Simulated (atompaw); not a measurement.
# Scattering properties, PAW (atompaw) potential for boron (B)

| Item | Value |
| --- | --- |
| Element | B (Z = 5) |
| Generator | atompaw 4.2.0.5 |
| Type | PAW |
| Functional | PBE |
| Relativity | scalar-relativistic |
| Frozen core | [He] |
| Valence charge | 3 |
| Reference configuration | 2s1.75 2p1.25 |
| Partial waves | 2s (bound): rc 1.25 bohr; 2s channel at 0.35 Ry: rc 3.00 bohr; 2p (bound): rc 3.00 bohr; 2p channel at 2.75 Ry: rc 3.00 bohr |
| Local potential | bessel scheme, radius 2.25 bohr |
| Core correction | smooth core density matched at 1.80 bohr |
| Augmentation charge | sinc compensation charge, radius 2.30 bohr; PAW radius 3.00 bohr; waves and projectors: custom polynom2 7 10 vanderbiltortho |

The phase is arctan(r·u′/u) with u = r·R(r), unwrapped; energies in Ry, scanned from -3 to 5 Ry. A pole is an energy at which the radial function vanishes at the test radius. The pseudo phase is shifted by a multiple of π to meet the all-electron one at the reference energy, and phase errors are pseudo minus all-electron; the curves can meet again beyond the range given. Levels narrower than the energy grid can be missing from the lists of poles.

```csv
channel,radius (bohr),reference energy (Ry),"poles, all-electron","poles, pseudo",unbroken range about the reference energy with phases within 0.05 rad,phase error 1 Ry above the reference energy (rad)
s,3.02,-0.70,"-0.40, 3.72","-0.42, 0.60",-0.8 to 0.5,-0.001
p,3.02,-0.27,"0.08, 3.52","0.17, 3.72",-0.4 to 0.1,+0.127
```

Phases in the p channel:

```
E (Ry)  all-electron  pseudo
 -3.00         1.371   1.396
 -2.76         1.362   1.388
 -2.52         1.351   1.379
 -2.28         1.338   1.368
 -2.04         1.322   1.355
 -1.80         1.302   1.338
 -1.56         1.276   1.316
 -1.32         1.239   1.285
 -1.08         1.183   1.236
 -0.84         1.081   1.145
 -0.60         0.823   0.903
 -0.36        -0.284  -0.257
 -0.12        -1.337  -1.315
  0.12        -1.597  -1.545
  0.36        -1.722  -1.647
  0.60        -1.823  -1.717
  0.84        -1.939  -1.787
  1.08        -2.117  -1.876
  1.32        -2.472  -2.029
  1.56        -3.220  -2.393
  1.80        -3.946  -3.382
  2.04        -4.281  -4.153
  2.28        -4.442  -4.415
  2.52        -4.535  -4.531
  2.76        -4.596  -4.596
  3.00        -4.642  -4.639
  3.24        -4.678  -4.670
  3.48        -4.708  -4.693
  3.72        -4.736  -4.713
  3.96        -4.762  -4.729
  4.20        -4.789  -4.742
  4.44        -4.817  -4.755
  4.68        -4.851  -4.767
  4.92        -4.893  -4.778
```
